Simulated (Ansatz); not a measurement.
Input file for Ansatz (an electronic-structure program): R-PBE0/def2-TZVPP on BeF-, 2S+1 = 1, a spin state set in the input, which need not be the lowest, a point of a bond scan (R = 1.421 Å). Charge -1.

Ansatz 0.2 input:
```yaml
crystal:
  periodic: [false, false, false]
  atoms:
    - {symbol: Be, position_ang: [0.00000000, 0.00000000, 0.00000000]}
    - {symbol: F, position_ang: [0.00000000, 0.00000000, 1.42147800]}
basis:
  gaussian:
    orbitals: def2-TZVPP
    pivot_positions_ang: [[0.00000000, 0.00000000, 0.00000000], [0.00000000, 0.00000000, 1.42147800]]
hamiltonian:
  xc: {name: PBE0}
total_charge: -1
output: {forces: true, orbitals: {seedname: ./end}}
```

The head of its log:

```
WARN ansatz: RAYON_NUM_THREADS=1 ignored (pool sized by the plan → 1); use --threads N
Functional definition: PBE0
integrals: 0.00 GiB planned
297 factors; their error is unknown
mean field: 0.08 GiB planned
mean field evaluation 1: about -3100.3905 eV, gradient 1.0e2 eV
mean field evaluation 2: about -3091.0448 eV, gradient 1.4e2 eV
```

Task: What total energy does the run end on?

Result: -114.5621 hartree.
